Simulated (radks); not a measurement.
Values are calculated unless marked as measured or tabulated.
The mercury ion Hg13+, 67 electrons, occupied as [Kr] 4d10 4f14 5s2 5p5.

Level of theory: non-relativistic Kohn-Sham, LDA (Slater exchange, Perdew-Wang correlation), spin-unpolarised, spherical densities, point nucleus; relativity is left out, which matters for an element this heavy (a radial shooting solver on a logarithmic mesh with Libxc functionals).

Energy parts (hartree):
| part | energy |
|---|---|
| total | -18352.3229 |
| kinetic | 18346.7161 |
| electron-nucleus | -43086.6452 |
| Hartree | 6718.4445 |
| exchange-correlation | -330.8383 |

Orbitals (lengths in bohr, moments of r in powers of bohr; <r^-3> diverges for s and p1/2; r(90%) holds 90 % of the orbital's charge):
orbital	occ.	eigenvalue (hartree)	<r>	<r^-3>	r(90%)	<r^2>
1s	2	-2764.420	0.01893	-	0.0336	0.0004789
2s	2	-470.6539	0.07969	-	0.122	0.007440
2p	6	-453.2380	0.06731	18140	0.109	0.005484
3s	2	-117.8226	0.2009	-	0.293	0.04596
3p	6	-109.5609	0.1913	3964	0.285	0.04226
3d	10	-94.10633	0.1668	708.2	0.258	0.03248
4s	2	-32.31527	0.4406	-	0.630	0.2185
4p	6	-28.72614	0.4438	947.7	0.642	0.2233
4d	10	-22.10402	0.4494	150.6	0.668	0.2326
4f	14	-13.16576	0.4623	33.83	0.731	0.2540
5s	2	-11.82516	0.9278	-	1.30	0.9570
5p	5	-10.52808	0.9717	214.9	1.37	1.053
5d	0	-8.28702	1.079	29.85	1.54	1.306
6s	0	-6.07366	1.671	-	2.31	3.098

The highest occupied level is 5p at -286.48 eV. For comparison, the ionisation energy in NIST's Atomic Spectra Database is 307 eV (theoretical). In exact Kohn-Sham theory the highest level is minus the ionisation energy, but local and semilocal functionals leave it too shallow, through self-interaction and a potential that decays too fast; potentials with the right tail come closer. The electron density at the nucleus is 3.671e+05 e/bohr^3. Summed over all electrons, <r^2> = 15.56 bohr^2, which gives a Langevin (diamagnetic) susceptibility term of -12.3 x 10^-6 cm^3/mol. The density falls to 0.001 e/bohr^3 at r = 2.11 bohr.

Beside tabulated values, note that spin-unpolarised runs miss the spin-polarisation part of the exchange energy of open shells.
